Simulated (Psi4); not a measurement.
Job for Psi4: SAPT0/aug-cc-pVDZ on AsClH4 (a complex), monomers drawn apart or pushed together.

```
memory 1800 MB

molecule dimer {
0 1
Cl    0.45832448   -1.35212139    0.35968767
H    -0.71681046   -0.95719140    0.68776499
--
0 1
As    0.10423504    1.16276303    3.99956534
H    -0.77997623   -0.07932522    3.94741577
H    -0.51444228    1.72767740    2.72463136
H    -0.90230644    1.90397130    4.87631074
units angstrom
symmetry c1
no_reorient
no_com
}

set {
  basis aug-cc-pVDZ
  scf_type df
  freeze_core true
}

energy('sapt0')
```

It printed:

```
[...]
==> Input File <==

--------------------------------------------------------------------------
memory 1800 MB

molecule dimer {
0 1
Cl    0.45832448   -1.35212139    0.35968767
H    -0.71681046   -0.95719140    0.68776499
--
0 1
As    0.10423504    1.16276303    3.99956534
H    -0.77997623   -0.07932522    3.94741577
H    -0.51444228    1.72767740    2.72463136
H    -0.90230644    1.90397130    4.87631074
units angstrom
symmetry c1
no_reorient
no_com
}

set {
  basis aug-cc-pVDZ
  scf_type df
  freeze_core true
}

energy('sapt0')
--------------------------------------------------------------------------


   => Loading Basis Set <=

    Name: AUG-CC-PVDZ
    Role: ORBITAL
    Keyword: BASIS
    atoms 1      entry CL         line   768 file aug-cc-pvdz.gbs
    atoms 2, 4-6 entry H          line    40 file aug-cc-pvdz.gbs
    atoms 3      entry AS         line  3108 file aug-cc-pvdz.gbs

   => Loading Basis Set <=

    Name: AUG-CC-PVDZ
    Role: ORBITAL
    Keyword: BASIS
    atoms 1      entry CL         line   768 file aug-cc-pvdz.gbs
    atoms 2, 4-6 entry H          line    40 file aug-cc-pvdz.gbs
    atoms 3      entry AS         line  3108 file aug-cc-pvdz.gbs


  //>>>>>>>>>>>>>>>>>>>>>>>>>>>>>>>>>>>//
  //              Dimer HF             //
  //<<<<<<<<<<<<<<<<<<<<<<<<<<<<<<<<<<<//

   => Libint2 <=

    Primary   basis highest AM E, G, H:  7, 6, 3
    Auxiliary basis highest AM E, G, H:  7, 7, 4
    Onebody   basis highest AM E, G, H:  -, -, -
    Solid Harmonics ordering:            Gaussian


   => Loading Basis Set <=

    Name: AUG-CC-PVDZ
    Role: ORBITAL
    Keyword: BASIS
    atoms 1      entry CL         line   768 file aug-cc-pvdz.gbs
    atoms 2, 4-6 entry H          line    40 file aug-cc-pvdz.gbs
    atoms 3      entry AS         line  3108 file aug-cc-pvdz.gbs


         ---------------------------------------------------------
                                   SCF
               by Justin Turney, Rob Parrish, Andy Simmonett
                          and Daniel G. A. Smith
                              RHF Reference
                        1 Threads,   1716 MiB Core
         ---------------------------------------------------------

  ==> Geometry <==

    Molecular point group: c1
    Full point group: C1

    Geometry (in Angstrom), charge = 0, multiplicity = 1:

       Center              X                  Y                   Z               Mass
    ------------   -----------------  -----------------  -----------------  -----------------
         CL           0.458324480000    -1.352121390000     0.359687670000    34.968852682000
         H           -0.716810460000    -0.957191400000     0.687764990000     1.007825032230
         AS           0.104235040000     1.162763030000     3.999565340000    74.921594570000
         H           -0.779976230000    -0.079325220000     3.947415770000     1.007825032230
         H           -0.514442280000     1.727677400000     2.724631360000     1.007825032230
         H           -0.902306440000     1.903971300000     4.876310740000     1.007825032230

  Running in c1 symmetry.

  Rotational constants: A =      0.20534  B =      0.01244  C =      0.01178 [cm^-1]
  Rotational constants: A =   6155.88497  B =    372.98499  C =    353.26152 [MHz]
  Nuclear repulsion =  119.785720417553520

  Charge       = 0
  Multiplicity = 1
  Electrons    = 54
  Nalpha       = 27
  Nbeta        = 27

  ==> Algorithm <==

  SCF Algorithm Type is DF.
  DIIS enabled.
  MOM disabled.
  Fractional occupation disabled.
  Guess Type is SAD.
  Energy threshold   = 1.00e-08
  Density threshold  = 1.00e-08
  Integral threshold = 1.00e-12

  ==> Primary Basis <==

  Basis Set: AUG-CC-PVDZ
    Blend: AUG-CC-PVDZ
    Number of shells: 45
    Number of basis functions: 99
    Number of Cartesian functions: 104
    Spherical Harmonics?: true
    Max angular momentum: 2

   => Loading Basis Set <=

    Name: (AUG-CC-PVDZ AUX)
    Role: JKFIT
    Keyword: DF_BASIS_SCF
    atoms 1      entry CL         line   772 file aug-cc-pvdz-jkfit.gbs
    atoms 2, 4-6 entry H          line    70 file aug-cc-pvdz-jkfit.gbs
    atoms 3      entry AS         line  1158 file aug-cc-pvdz-jkfit.gbs

  ==> Integral Setup <==

  DFHelper Memory: AOs need 0.035 GiB; user supplied 1.257 GiB.
  SCF_SUBTYPE=INCORE selected. In-core MEM_DF algorithm will be used.
  Using in-core AOs.

  ==> MemDFJK: Density-Fitted J/K Matrices <==

    J tasked:                   Yes
    K tasked:                   Yes
    wK tasked:                   No
    OpenMP threads:               1
    Algorithm:                 Core
    Schwarz Cutoff:           1E-12
    Mask sparsity (%):       1.4488
    Fitting Condition:        1E-10

   => Auxiliary Basis Set <=

  Basis Set: (AUG-CC-PVDZ AUX)
    Blend: AUG-CC-PVDZ-JKFIT
    Number of shells: 140
    Number of basis functions: 450
    Number of Cartesian functions: 529
    Spherical Harmonics?: true
    Max angular momentum: 3

  Minimum eigenvalue in the ove
[...]
   91A      2.562232    92A      2.731308    93A      2.751874
      94A      3.484519    95A      7.989230    96A     23.902975
      97A     23.942840    98A     24.417841    99A    156.870225

    Final Occupation by Irrep:
              A
    DOCC [    18 ]
    NA   [    18 ]
    NB   [    18 ]

  @DF-RHF Final Energy: -2235.32072405529425

   => Energetics <=

    Nuclear Repulsion Energy =             35.0542756626629455
    One-Electron Energy =               -3184.9384243877857443
    Two-Electron Energy =                 914.5634246698284642
    Total Energy =                      -2235.3207240552947042

Computation Completed


Properties will be evaluated at   0.000000,   0.000000,   0.000000 [a0]

Properties computed using the SCF density matrix


 Multipole Moments:

 ------------------------------------------------------------------------------------
     Multipole            Electronic (a.u.)      Nuclear  (a.u.)        Total (a.u.)
 ------------------------------------------------------------------------------------

 L = 1.  Multiply by 2.5417464519 to convert [e a0] to [Debye]
 Dipole X            :         -2.4991334            2.3489889           -0.1501446
 Dipole Y            :        -79.2214012           79.2239398            0.0025386
 Dipole Z            :       -271.2688226          271.2399763           -0.0288463
 Magnitude           :                                                    0.1529115

 ------------------------------------------------------------------------------------

  Constructing Basis Sets for SAPT...

   => Loading Basis Set <=

    Name: (AUG-CC-PVDZ AUX)
    Role: RIFIT
    Keyword: DF_BASIS_SAPT
    atoms 1      entry CL         line   574 file aug-cc-pvdz-ri.gbs
    atoms 2, 4-6 entry H          line    30 file aug-cc-pvdz-ri.gbs
    atoms 3      entry AS         line   830 file aug-cc-pvdz-ri.gbs

   => Loading Basis Set <=

    Name: (AUG-CC-PVDZ AUX)
    Role: JKFIT
    Keyword: DF_BASIS_ELST
    atoms 1      entry CL         line   772 file aug-cc-pvdz-jkfit.gbs
    atoms 2, 4-6 entry H          line    70 file aug-cc-pvdz-jkfit.gbs
    atoms 3      entry AS         line  1158 file aug-cc-pvdz-jkfit.gbs


  //>>>>>>>>>>>>>>>>>>>>>>>>>>>>>>>>>>>//
  //               SAPT0               //
  //<<<<<<<<<<<<<<<<<<<<<<<<<<<<<<<<<<<//



        SAPT0
    Ed Hohenstein
     6 June 2009

      Orbital Information
  --------------------------
    NSO        =        99
    NMO        =        99
    NRI        =       314
    NRI (Elst) =       450
    NOCC A     =         9
    NOCC B     =        18
    FOCC A     =         5
    FOCC B     =         9
    NVIR A     =        90
    NVIR B     =        81

    Elst10,r            =    -0.000170483339 [Eh]
    Exch10              =     0.000423669364 [Eh]
    Exch10 (S^2)        =     0.000423511848 [Eh]

    Maxiter = 50
    CPHF R converge = 1.000000E-08

    Iter     Energy [mEh]          dE [mEh]         Residual      Time [s]
       1      -0.08119042       0.081190417     9.572639e-04             0
       2      -0.09343122       0.012240799     2.222237e-04             0
       3      -0.09395873       0.000527512     5.296479e-05             0
       4      -0.09367976      -0.000278964     1.192271e-05             0
       5      -0.09369493       0.000015161     3.095830e-06             0
       6      -0.09370413       0.000009200     5.814526e-07             0
       7      -0.09370216      -0.000001962     1.586891e-07             0
       8      -0.09370255       0.000000388     2.760768e-08             0
       9      -0.09370251      -0.000000045     6.180583e-09             0

    CHF Iterations converged

    Maxiter = 50
    CPHF R converge = 1.000000E-08

    Iter     Energy [mEh]          dE [mEh]         Residual      Time [s]
       1      -0.10390847       0.103908470     1.413741e-03             0
       2      -0.11969627       0.015787801     4.745651e-04             0
       3      -0.12294308       0.003246811     1.110685e-04             0
       4      -0.12239862      -0.000544462     2.870523e-05             0
       5      -0.12232410      -0.000074516     5.287357e-06             0
       6      -0.12235629       0.000032183     1.096838e-06             0
       7      -0.12235173      -0.000004551     1.960159e-07             0
       8      -0.12235195       0.000000220     4.702533e-08             0
       9      -0.12235203       0.000000080     1.065700e-08             0
      10      -0.12235201      -0.000000024     1.485375e-09             0

    CHF Iterations converged

    Ind20,r (A<-B)      =    -0.000093702506 [Eh]
    Ind20,r (B<-A)      =    -0.000122352010 [Eh]
    Ind20,r             =    -0.000216054517 [Eh]
    Exch-Ind20,r (A<-B) =     0.000082724263 [Eh]
    Exch-Ind20,r (B<-A) =     0.000061328771 [Eh]
    Exch-Ind20,r        =     0.000144053034 [Eh]
    Disp20              =    -0.001095818494 [Eh]
    Disp20 (SS)         =    -0.000547909247 [Eh]
    Disp20 (OS)         =    -0.000547909247 [Eh]
    Exch-Disp20         =     0.000047635926 [Eh]
    Exch-Disp20 (SS)    =     0.000031904000 [Eh]
    Exch-Disp20 (OS)    =     0.000015731926 [Eh]

    SAPT Results
  --------------------------------------------------------------------------------------------------------
    Electrostatics                 -0.17048334 [mEh]      -0.10697991 [kcal/mol]      -0.44760395 [kJ/mol]
      Elst10,r                     -0.17048334 [mEh]      -0.10697991 [kcal/mol]      -0.44760395 [kJ/mol]

    Exchange                        0.42366936 [mEh]       0.26585654 [kcal/mol]       1.11234376 [kJ/mol]
      Exch10                        0.42366936 [mEh]       0.26585654 [kcal/mol]       1.11234376 [kJ/mol]
      Exch10(S^2)                   0.42351185 [mEh]       0.26575770 [kcal/mol]       1.11193020 [kJ/mol]

    Induction                      -0.09986614 [mEh]      -0.06266695 [kcal/mol]      -0.26219852 [kJ/mol]
      Ind20,r                      -0.21605452 [mEh]      -0.13557626 [kcal/mol]      -0.56725106 [kJ/mol]
      Exch-Ind20,r                  0.14405303 [mEh]       0.09039464 [kcal/mol]       0.37821119 [kJ/mol]
      delta HF,r (2)               -0.02786466 [mEh]      -0.01748534 [kcal/mol]      -0.07315865 [kJ/mol]

    Dispersion                     -1.04818257 [mEh]      -0.65774449 [kcal/mol]      -2.75200295 [kJ/mol]
      Disp20                       -1.09581849 [mEh]      -0.68763649 [kcal/mol]      -2.87707106 [kJ/mol]
      Exch-Disp20                   0.04763593 [mEh]       0.02989199 [kcal/mol]       0.12506811 [kJ/mol]
      Disp20 (SS)                  -0.54790925 [mEh]      -0.34381824 [kcal/mol]      -1.43853553 [kJ/mol]
      Disp20 (OS)                  -0.54790925 [mEh]      -0.34381824 [kcal/mol]      -1.43853553 [kJ/mol]
      Exch-Disp20 (SS)              0.03190400 [mEh]       0.02002006 [kcal/mol]       0.08376394 [kJ/mol]
      Exch-Disp20 (OS)              0.01573193 [mEh]       0.00987193 [kcal/mol]       0.04130417 [kJ/mol]

  Total HF                          0.15331988 [mEh]       0.09620968 [kcal/mol]       0.40254130 [kJ/mol]
  Total SAPT0                      -0.89486268 [mEh]      -0.56153481 [kcal/mol]      -2.34946165 [kJ/mol]

  Special recipe for scaled SAPT0 (see Manual):
    Electrostatics sSAPT0          -0.17048334 [mEh]      -0.10697991 [kcal/mol]      -0.44760395 [kJ/mol]
    Exchange sSAPT0                 0.42366936 [mEh]       0.26585654 [kcal/mol]       1.11234376 [kJ/mol]
    Induction sSAPT0               -0.09970535 [mEh]      -0.06256605 [kcal/mol]      -0.26177636 [kJ/mol]
    Dispersion sSAPT0              -1.04812940 [mEh]      -0.65771113 [kcal/mol]      -2.75186335 [kJ/mol]
  Total sSAPT0                     -0.89464872 [mEh]      -0.56140055 [kcal/mol]      -2.34889989 [kJ/mol]
  --------------------------------------------------------------------------------------------------------



*** Psi4 exiting successfully. Buy a developer a beer!
```

The run finished.

Cost: about 8 core-seconds (a rough figure).
